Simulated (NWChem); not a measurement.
TiF6 (charge -2); SMILES [F][Ti-2]([F])([F])([F])([F])[F]

All runs: NWChem. Sets without diffuse functions describe the anion's extra electron poorly. The level has its own optimisation.

Task: What does the run give for Hartree-Fock/3-21G? Quantities: r F–Ti (Å).

Result: 
- r F–Ti (Å): 1.831
